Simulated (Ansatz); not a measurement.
System: CdCl₂ (charge -1, doublet). The spin state was set by rule; other spins were not relaxed. 
Structure (B3LYP-D3(BJ)/def2-TZVP (Ansatz, an electronic-structure program) minimum search):
```xyz
3

Cd     0.3411     0.0236     0.3929
Cl     1.1423     0.3753    -1.9891
Cl    -2.1054    -0.4420     0.8798
```
Charge -1, spin multiplicity 2.

Total electronic energies in hartree. Correlated levels leave the core frozen unless marked. UHF or UKS for open shells. Spin-orbit coupling is left out. The frozen core is the preceding noble-gas configuration, with the filled d and f shells of earlier blocks. In def2 rows, elements after Kr have scalar-relativistic effective core potentials. CBS marks a two-point X^-3 extrapolation of the correlation energy; Hartree-Fock from the larger set. The bracket is a focal-point correction in the basis named.

```json
[
 {"level": "HF/def2-SVP", "program": "Ansatz", "energy (Eh)": "-1085.68044"},
 {"level": "HF/def2-TZVPPD", "program": "Ansatz", "energy (Eh)": "-1086.04688"},
 {"level": "HF/def2-QZVPPD", "program": "Ansatz", "energy (Eh)": "-1086.07451"},
 {"level": "PBE-D4/def2-TZVPD", "program": "Ansatz + dftd4", "energy (Eh)": "-1087.97975"},
 {"level": "BLYP/def2-TZVPD", "program": "Ansatz", "energy (Eh)": "-1088.30631"},
 {"level": "r2SCAN-D4/def2-TZVPD", "program": "Ansatz + dftd4", "energy (Eh)": "-1088.34936"},
 {"level": "B3LYP-D3(BJ)/def2-TZVPD", "program": "Ansatz + dftd3", "energy (Eh)": "-1088.44631"},
 {"level": "B3LYP-D4/def2-TZVPD", "program": "Ansatz + dftd4", "energy (Eh)": "-1088.44582"},
 {"level": "PBE0/def2-TZVP", "program": "Ansatz", "energy (Eh)": "-1088.03409"},
 {"level": "BHLYP/def2-TZVPD", "program": "Ansatz", "energy (Eh)": "-1088.26084"},
 {"level": "r2SCAN0-D4/def2-TZVPD", "program": "Ansatz + dftd4", "energy (Eh)": "-1088.30629"},
 {"level": "CAM-B3LYP-D3(BJ)/def2-TZVPD", "program": "Ansatz + dftd3", "energy (Eh)": "-1088.35231"},
 {"level": "CAM-B3LYP-D4/def2-TZVPD", "program": "Ansatz + dftd4", "energy (Eh)": "-1088.35225"},
 {"level": "CAM-B3LYP/def2-TZVPD", "program": "Ansatz", "energy (Eh)": "-1088.34955"},
 {"level": "wB97X-V/def2-TZVPD", "program": "Ansatz", "energy (Eh)": "-1088.17943"},
 {"level": "B2GP-PLYP/def2-TZVPD", "program": "Ansatz", "energy (Eh)": "-1087.75252"},
 {"level": "MP2/def2-SVP", "program": "Ansatz", "energy (Eh)": "-1086.21085"},
 {"level": "MP2/def2-SVPD", "program": "Ansatz", "energy (Eh)": "-1086.28897"},
 {"level": "RI-MP2/def2-QZVPPD", "program": "Ansatz", "energy (Eh)": "-1086.97410"},
 {"level": "SCS-MP2/def2-SVP", "program": "Ansatz", "energy (Eh)": "-1086.16549"},
 {"level": "SCS-MP2/def2-SVPD", "program": "Ansatz", "energy (Eh)": "-1086.24069"},
 {"level": "CCSD(T)/def2-SVP", "program": "Ansatz", "energy (Eh)": "-1086.23555"},
 {"level": "RI-MP2/CBS(def2-TZVPPD,def2-QZVPPD)+[CCSD(T)-MP2]/def2-TZVPPD", "program": "Ansatz", "energy (Eh)": "-1087.0651"}
]
```

Totals of different functionals don't rank their quality; only differences between species are comparable.
